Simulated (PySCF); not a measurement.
# Radial density of Rh³⁵⁺ (rhodium, charge +35)

BP86, [Ne], closed-shell 1S. Calculation: PySCF 2.14, in an even-tempered Gaussian basis (19 s from 13 bohr⁻², ratio 2.2; 12 p from 17 bohr⁻², ratio 2.2; 6 d from 75 bohr⁻², ratio 2.4; 5 f from 110 bohr⁻², ratio 2.4; 4 g from 170 bohr⁻², ratio 2.4); scalar relativity by spin-free X2C-1e.

| r (bohr) | 4πr²ρ (e/bohr) |
| --- | --- |
| 0.0317 | 51.72 |
| 0.0534 | 45.55 |
| 0.0898 | 61.34 |
| 0.151 | 42.68 |
| 0.254 | 5.635 |
| 0.427 | 0.04702 |

Densities and radii are taken from the X2C orbitals without a picture-change correction, which distorts them close to the nucleus.
